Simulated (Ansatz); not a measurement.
Calculation: frozen-core CCSD(T)/cc-pVTZ // B3LYP-D3(BJ)/def2-TZVP (Ansatz, a first-principles code).

Ansatz 0.2 input:
```yaml
crystal:
  periodic: [false, false, false]
  atoms:
    - { symbol: C, position_ang: [1.561632, 0.390505, -0.611374] }
    - { symbol: C, position_ang: [1.065293, -0.168924, 0.724715] }
    - { symbol: Si, position_ang: [-0.793856, -0.38121, 0.830355] }
    - { symbol: C, position_ang: [-1.956268, 0.577849, -0.174592] }
    - { symbol: C, position_ang: [-1.837668, -0.674028, -0.62052] }
    - { symbol: H, position_ang: [2.648666, 0.491449, -0.620819] }
    - { symbol: H, position_ang: [1.132409, 1.373874, -0.811427] }
    - { symbol: H, position_ang: [1.278774, -0.259163, -1.441539] }
    - { symbol: H, position_ang: [1.374634, 0.479251, 1.551694] }
    - { symbol: H, position_ang: [1.524671, -1.142369, 0.92789] }
    - { symbol: H, position_ang: [-1.194847, -0.894524, 2.160857] }
    - { symbol: H, position_ang: [-2.528685, 1.444075, -0.48007] }
    - { symbol: H, position_ang: [-2.274757, -1.236787, -1.435167] }
basis:
  gaussian: { orbitals: cc-pVTZ }
correlation:
  method: ccsd_t
```

Output:

```
Functional definition: HF
1492 factors; integrals over basis functions are off by at most 1.2e-3 eV
mean field evaluation 1: about -12106.5499 eV, gradient 3.8e1 eV
mean field evaluation 2: about -12106.8728 eV, gradient 3.8e1 eV
mean field evaluation 4: about -12110.6855 eV, gradient 3.8e0 eV
mean field evaluation 8: about -12110.7429 eV, gradient 1.2e-1 eV
mean field evaluation 16: about -12109.7182 eV, gradient 1.6e1 eV
mean field -12110.74301814 eV, -445.0615969603 hartree, gradient 1.1e-6 eV, S^2 0.000000; 0 other end points of the search recorded, 0 dependent functions left out
9 core orbitals not correlated
reference -12110.74301814 eV, -445.0615969603 hartree; 14, 14 occupied and 243, 243 virtual orbitals, 1492 factors
second order -21.40080944 eV of doubles, -0.00000000 eV of singles
cycle   1  -22.05691414 eV  change   -6.6e-1 eV  update   9.7e-2
cycle   2  -22.63318704 eV  change   -5.8e-1 eV  update   2.9e-2
cycle   3  -22.72257721 eV  change   -8.9e-2 eV  update   1.2e-2
cycle   4  -22.71848440 eV  change    4.1e-3 eV  update   3.5e-3
cycle   5  -22.71951653 eV  change   -1.0e-3 eV  update   1.3e-3
cycle   6  -22.71937893 eV  change    1.4e-4 eV  update   4.2e-4
cycle   7  -22.71926949 eV  change    1.1e-4 eV  update   1.3e-4
cycle   8  -22.71928063 eV  change   -1.1e-5 eV  update   5.0e-5
cycle   9  -22.71927215 eV  change    8.5e-6 eV  update   1.6e-5
perturbative correction -1.02609861 eV, -0.0377084285 hartree
Total energy: -12134.48838890 eV, -445.9342232405 hartree
```

Cost: roughly 5 core-minutes.
